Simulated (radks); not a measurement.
Q: Species: the dysprosium ion Dy4+. Configuration: [Kr] 4d10 4f9 5s2 5p5 (not the ground configuration). Method: scalar-relativistic Kohn-Sham, LDA (Slater exchange, Perdew-Wang correlation), spin-polarised, spherical densities, point nucleus; open shells are filled with parallel spins first (spin-orbit coupling, left out, can overturn this in heavy ions); computed with a radial shooting solver on a logarithmic mesh with Libxc functionals. Some entries of the table are withheld. Estimate them.

orbital,occ.,eigenvalue (Ry),<1/r> (bohr^-1)
1s up,1,-3944.071,74.52
1s down,1,-3944.064,74.52
2s up,1,-659.8340,17.32
2s down,1,-659.8237,17.32
2p up,3,-586.0956,16.09
2p down,3,-586.0857,16.09
3s up,1,-149.6955,6.367
3s down,1,-149.5329,6.371
3p up,3,-127.0608,5.970
3p down,3,-126.8988,5.974
3d up,5,-97.88102,5.664
3d down,5,-97.75377,5.669
4s up,1,-32.56650,2.693
4s down,1,-32.22694,2.692
4p up,3,-25.10232,2.470
4p down,3,-24.76691,2.468
4d up,5,-14.93425,2.181
4d down,5,-14.60407,2.178
5s up,1,-6.96518,1.060
5s down,1,-6.74774,1.049
5p up,3,-5.08560,(1)
5p down,2,-4.90450,(2)
4f up,7,-3.84316,1.645
4f down,2,-3.53357,1.625

A: 
(1) 5p up <1/r> (bohr^-1): 0.9118
(2) 5p down <1/r> (bohr^-1): 0.8975
